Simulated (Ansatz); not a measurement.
One change: `C[N](C)[Hf]([I])([N](C)C)[N](C)C` becomes `C[N](C)[Hf]([SeH])([N](C)C)[N](C)C`.

Ansatz, PBE0-D4/def2-TZVP geometries, multiplicity 1. Each molecule was computed in one conformer, which needn't be the lowest.

Elements past krypton have def2 core potentials. Scalar relativity is left out up to krypton.

```csv
property,`C[N](C)[Hf]([I])([N](C)C)[N](C)C`
LUMO energy (ωB97M-V/def2-TZVPP) / eV,1.45
LUMO energy (PBE0/def2-TZVPP) / eV,-0.08
HOMO energy (ωB97M-V/def2-TZVPP) / eV,-8.67
HOMO energy (B3LYP/def2-TZVPP) / eV,-6.24
HOMO–LUMO gap (B3LYP/def2-TZVPP) / eV,5.96
LUMO energy (B3LYP/def2-TZVPP) / eV,-0.29
```

Task: What does the change do to each property? (Estimate.)

Result: Ansatz gave: 
| property | `C[N](C)[Hf]([SeH])([N](C)C)[N](C)C` | shift |
| --- | --- | --- |
| LUMO energy (ωB97M-V/def2-TZVPP) / eV | 1.39 | -0.06 |
| LUMO energy (PBE0/def2-TZVPP) / eV | -0.11 | -0.03 |
| HOMO energy (ωB97M-V/def2-TZVPP) / eV | -8.29 | 0.38 |
| HOMO energy (B3LYP/def2-TZVPP) / eV | -5.90 | 0.34 |
| HOMO–LUMO gap (B3LYP/def2-TZVPP) / eV | 5.58 | -0.38 |
| LUMO energy (B3LYP/def2-TZVPP) / eV | -0.32 | -0.03 |

B3LYP here is the variant with VWN-RPA as its local correlation; programs differ in this.

Spin–orbit coupling is left out; it splits and shifts lone-pair levels of the heavy atoms by tenths of an eV.
